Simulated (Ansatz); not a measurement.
Si47H50, a nanocrystal cut from cubic silicon. Total charge 0; singlet. Geometry r2SCAN-D4/def2-SVP.

Cartesian coordinates in Å:
```
Si 0.077 5.306 -1.821
Si -0.718 2.162 -4.635
Si 3.428 3.567 -1.211
Si 2.733 0.752 -3.717
Si -3.145 3.058 -1.736
Si 0.973 4.260 1.683
Si -2.244 2.203 1.950
Si -3.928 0.215 -4.213
Si -0.486 -1.367 -3.396
Si -2.975 -0.601 -0.579
Si 0.235 1.485 -0.896
Si 3.655 -0.104 -0.073
Si 1.187 0.597 2.753
Si 0.438 -2.189 0.219
Si 4.392 2.878 2.364
Si 4.562 -1.209 3.592
Si -0.145 -5.086 -2.193
Si 2.939 -2.912 -2.617
Si 3.824 -3.815 0.980
Si -5.479 0.119 2.252
Si -2.717 -4.308 0.651
Si -2.054 -1.475 3.058
Si 1.317 -3.112 3.844
Si -2.274 5.243 -1.651
Si -2.968 2.343 -3.972
Si 1.160 3.626 -0.579
Si 0.453 0.781 -3.134
Si 3.618 2.917 -3.464
Si 4.584 2.046 0.171
Si 3.869 -0.768 -2.324
Si -2.039 1.548 -0.304
Si -4.521 2.249 2.537
Si -5.251 -0.541 0.007
Si -1.265 4.292 2.405
Si 2.141 2.731 3.039
Si -1.103 0.661 3.320
Si -2.768 -1.283 -2.822
Si 0.660 -2.883 -2.017
Si -1.841 -2.130 0.806
Si -2.343 -5.389 -1.405
Si 1.373 -0.046 0.496
Si 4.760 -1.674 1.293
Si 2.280 -0.980 4.121
Si 1.550 -3.745 1.589
Si 4.091 -4.456 -1.267
Si -4.332 -1.395 3.639
Si -0.948 -3.007 4.458
H 0.471 5.221 -3.262
H 0.561 6.625 -1.297
H -0.077 3.508 -4.763
H -0.665 1.500 -5.981
H 4.019 4.936 -1.022
H 2.858 0.303 -5.146
H -4.602 3.104 -1.371
H 1.593 5.621 1.831
H -3.824 -0.240 -5.638
H -5.376 0.242 -3.831
H -0.331 -1.773 -4.834
H 4.757 4.333 2.338
H 5.322 2.189 3.310
H 5.357 -0.010 4.000
H 5.094 -2.392 4.345
H -0.047 -5.544 -3.617
H 0.755 -5.960 -1.373
H 3.046 -3.303 -4.064
H 4.543 -4.778 1.881
H -6.932 0.158 2.630
H -4.184 -4.288 0.957
H -2.044 -5.121 1.716
H 2.060 -4.087 4.712
H -2.855 6.011 -2.802
H -2.699 5.927 -0.391
H -3.676 3.338 -4.846
H 2.889 3.880 -4.351
H 5.064 2.919 -3.858
H 6.028 1.995 -0.243
H 5.329 -0.797 -2.678
H -5.231 3.259 1.687
H -4.649 2.674 3.970
H -5.970 0.426 -0.885
H -5.850 -1.899 -0.202
H -2.040 5.415 1.793
H -1.284 4.476 3.893
H 2.000 3.135 4.478
H -1.244 1.097 4.752
H -3.376 -2.648 -2.956
H -3.324 -4.911 -2.427
H -2.574 -6.859 -1.208
H 6.208 -1.715 0.896
H 2.121 -0.552 5.552
H 0.929 -5.096 1.377
H 5.550 -4.432 -1.613
H 3.580 -5.846 -1.490
H -4.454 -0.962 5.069
H -4.926 -2.766 3.516
H -1.059 -2.525 5.874
H -1.598 -4.354 4.372
```

B3LYP takes the VWN-RPA correlation. Single mean-field runs in 6-31G, def2-SVP, def2-mTZVP are fitted with def2-universal-jkfit.

**Question.** Estimate the orbital energies around the gap (eV) in Ansatz with HF/6-31G, LDA (SPW92)/def2-SVP, PBE-D4/def2-SVP, r2SCAN-D4/def2-mTZVP, B3LYP-D4/6-31G.

**Answer.** 
```
orbital  HF/6-31G  LDA (SPW92)/def2-SVP  PBE-D4/def2-SVP  r2SCAN-D4/def2-mTZVP  B3LYP-D4/6-31G
HOMO−13     -9.77                 -6.65            -6.61                 -6.91           -7.40
HOMO−12     -9.73                 -6.65            -6.60                 -6.89           -7.39
HOMO−11     -9.70                 -6.62            -6.57                 -6.87           -7.37
HOMO−10     -9.52                 -6.52            -6.47                 -6.76           -7.24
 HOMO−9     -9.41                 -6.43            -6.38                 -6.67           -7.14
 HOMO−8     -9.38                 -6.41            -6.36                 -6.65           -7.12
 HOMO−7     -9.25                 -6.31            -6.28                 -6.57           -7.01
 HOMO−6     -9.14                 -6.23            -6.20                 -6.49           -6.92
 HOMO−5     -8.99                 -6.19            -6.15                 -6.41           -6.84
 HOMO−4     -8.90                 -6.15            -6.11                 -6.37           -6.78
 HOMO−3     -8.86                 -6.13            -6.08                 -6.34           -6.76
 HOMO−2     -8.75                 -6.04            -6.01                 -6.28           -6.64
 HOMO−1     -8.50                 -5.89            -5.86                 -6.11           -6.46
   HOMO     -8.41                 -5.84            -5.81                 -6.06           -6.40
   LUMO      1.23                 -2.68            -2.55                 -2.52           -1.44
 LUMO+1      1.27                 -2.64            -2.51                 -2.46           -1.41
 LUMO+2      1.27                 -2.60            -2.46                 -2.42           -1.40
 LUMO+3      1.29                 -2.59            -2.46                 -2.41           -1.38
 LUMO+4      1.33                 -2.55            -2.42                 -2.38           -1.35
 LUMO+5      1.36                 -2.53            -2.39                 -2.35           -1.33
```
